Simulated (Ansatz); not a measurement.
`C=C[SiH2][SiH3]` + H₂O → `C=C[SiH2]O` + SiH₄ at 500 K and 1 bar (formal hydrolysis of the Si–Si bond).

Program: Ansatz. Geometries: PBE0-D4/def2-TZVP. ΔE: electronic, gas phase. CBS: MP2 limit from def2 TZ/QZ plus the TZ coupled-cluster correction, frozen cores. This one scheme is used for every species. One conformer a species, not always the lowest.

```tsv
species	CCSD(T)/CBS energy (Eh)	H − E (kJ/mol)	S (J/(mol·K))
`C=C[SiH2][SiH3]`	-659.04133	270.4	421.3
H₂O	-76.37941	73.2	206.3
`C=C[SiH2]O`	-443.99110	234.4	374.3
SiH₄	-291.46306	102.4	230.9
```

H − E and S are ideal-gas, rigid-rotor, harmonic terms from PBE0-D4/def2-TZVP, for one conformer and one mirror image of each species. 1 Eh = 2625.50 kJ/mol, R = 8.31446 J/(mol·K).

Task: By hand: ΔE, ΔH, ΔS and ΔG.

Result: ΔE = (-443.99110) + (-291.46306) − (-659.04133) − (-76.37941) = -0.03342 Eh = -87.7 kJ/mol. Δ(H − E) = 234.4 + 102.4 − 270.4 − 73.2 = -6.8, so ΔH = -94.5 kJ/mol. ΔS = 374.3 + 230.9 − 421.3 − 206.3 = -22.4 J/(mol·K). ΔG = -94.5 − 500 × (-22.4)/1000 = -83.3 kJ/mol.

Task: By hand: the equilibrium constant, and the temperature at which ΔG would vanish if ΔH and ΔS stayed fixed.

Result: log₁₀ K = −ΔG/(RT ln 10) = 8.7. ΔG = 0 at ΔH/ΔS = 4219 K, far beyond where these terms or the molecules hold.

ΔH outweighs TΔS. A doubt of 5 kJ/mol in ΔE shifts log₁₀ K by 0.5 here. Other conformers and mirror images would add mixing entropy, several J/(mol·K) or more a flexible species. These are equilibria of isolated gas molecules and say nothing of rates. Largest T1 diagnostic: 0.013 (customary marks: 0.02 for closed shells, 0.045 for open ones).
